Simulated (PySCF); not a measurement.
In(Cl)(Br)(vinyl) (C₂H₃BrClIn), SMILES C=[CH][In]([Cl])[Br].

Geometry: B3LYP-D3(BJ)/def2-SVP. The structure was generated by enumeration; whether it is a known compound was not checked. The def2 effective core potentials stand for the cores of In; spin–orbit coupling is left out. Other conformers were not sampled.

Method: HF/def2-TZVP in PySCF.

Gas-phase values at a fixed geometry.

**Question.** Estimate the frontier levels, gap, dipole moment and polarisability. (Estimate from the structure and the level; the computed values follow.)

**Answer.** 
```json
{
 "highest_occupied_level": "-11.06 eV",
 "lowest_empty_level": "0.78 eV",
 "orbital_gap": "11.83 eV",
 "dipole_moment": "3.84 D",
 "quadrupole, principal values (traceless, Buckingham form, about the centre of nuclear charge)": "-9.40, 4.48, 4.92 D·Å",
 "mean_static_polarisability": "86.4 bohr³ (12.81 Å³)",
 "polarisability_principal_values": "56.5, 93.3, 109.5 bohr³"
}
```
